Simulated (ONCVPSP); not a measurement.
**Configuration tests for gallium (Ga) (ONCV)**

ONCVPSP 4.0.1 input, shortened (lines: element, Z, core and valence counts, functional; n l f; lmax; l rc ep ncon nbas qcut; lloc lpopt rc5 dvloc0; l nproj debl; icmod fcfact rcfact), revPBE, fully relativistic:

```
  Ga 31.00    6    2  -102130      upf
    1    0    2.00
    2    0    2.00
    2    1    6.00
    3    0    2.00
    3    1    6.00
    3    2   10.00
    4    0    1.00
    4    1    2.00
    1
    0    2.05    0.00    4    7    2.80
    1    2.15    0.00    3    7    4.40
    4    5    1.45    3.00
    0    2    2.00
    1    2    2.60
    0    0.00    0.00
```

Open shells are filled in proportion to 2j + 1.

Energies are relative to the spin-unpolarised reference configuration 4s1 4p2; without spin polarisation the order of configurations can differ from experiment.

| valence configuration | charge | ΔE all-electron (eV) | error AE − PS (meV) |
| --- | --- | --- | --- |
| 4s1 4p0 | +2 | 20.095 | -2.4 |
| 4s1 4p1 | +1 | 6.461 | -8.5 |

Question: What are ΔE and the potential's error for 4s2 4p1?

Answer: ΔE = -6.512 eV all-electron; the error (AE − PS) is +20 meV.

Question: What are ΔE and the potential's error for 4s2 4p0?

Answer: ΔE = -0.887 eV all-electron; the error (AE − PS) is +50 meV.

Levels in the configuration 4s1 4p1:

```csv
level,all-electron (eV),pseudo (eV)
4s j=1/2,-17.307,-17.350
4p j=3/2,-9.794,-9.813
4p j=1/2,-9.974,-9.994
```

Note: no bound ghost flagged; GHOST(+) flagged for s at 131.7 eV.
